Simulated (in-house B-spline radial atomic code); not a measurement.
Configurations of Mg⁴⁺, with energies counted from [He] 2s2 2p4. Computed with a radial B-spline atomic code at the basis-set limit: scalar-relativistic (X2C) TPSSh, spin-polarised, spherical fractional occupations, exact exchange averaged over the configuration, Fermi nucleus of rms radius 3.057 fm. Shells without spins written out take the highest spin.

Occupations are held fixed; configurations that lie above the ionisation limit could autoionise.

| configuration | E - E(ref) (eV) | highest orbital | its <r> (bohr) |
| --- | --- | --- | --- |
| [He] 2s1 2p5 | 33.169 | 2p down | 0.6148 |
| [He] 2s2 2p3 3d1 | 99.98 | 3d up | 1.883 |
| [He] 2s1 2p4 3p1 | 121.95 | 3p up | 1.875 |

Question: Order these further configurations by energy, lowest first.
A. [He] 2s2 2p3 3p1
B. [He] 2s1 2p4 3s1
C. [He] 2s2 2p3 3s1
D. [He] 2s1 2p4 3d1

Answer: C (82.291 eV), A (90.041 eV), B (114.13 eV), D (131.7 eV).
